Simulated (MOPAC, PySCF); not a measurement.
C₂H₃I, SMILES `IC=C`, neutral singlet in the gas phase. 

Z-matrix (Å, degrees):
```
C
C 1 1.3154
H 1 1.0799 2 123.26
H 2 1.0811 1 122.74 3 180.00
H 2 1.0833 4 117.53 1 180.00
I 1 2.0839 3 112.97 2 180.00
```
Charge 0, multiplicity 1.

All levels are single points at this geometry (CAM-B3LYP-D3(BJ)/def2-TZVP); Pople sets use spherical d functions. Orbital energies aren't observables, and empty levels follow the basis.

| level | HOMO (eV) | LUMO (eV) | gap (eV) | dipole (D) | vertical IE, Delta-SCF (eV) |
|---|---|---|---|---|---|
| CAM-B3LYP-D3(BJ)/def2-TZVP in PySCF | -8.33 | 0.42 | 8.75 | 1.31 | – |
| PBE-D3(BJ)/def2-TZVP in PySCF | -6.03 | -1.57 | 4.46 | 1.22 | – |
| TPSSh-D3(BJ)/def2-TZVP in PySCF | -6.50 | -1.07 | 5.43 | 1.34 | – |
| B3LYP/6-311+G** (LANL2DZ on I) in PySCF | -6.89 | -0.74 | 6.15 | 1.21 | – |
| B3LYP/LANL2DZ in PySCF | -6.82 | -0.63 | 6.19 | 1.34 | – |
| AM1 in MOPAC | -10.21 | 0.31 | 10.52 | 1.42 | – |
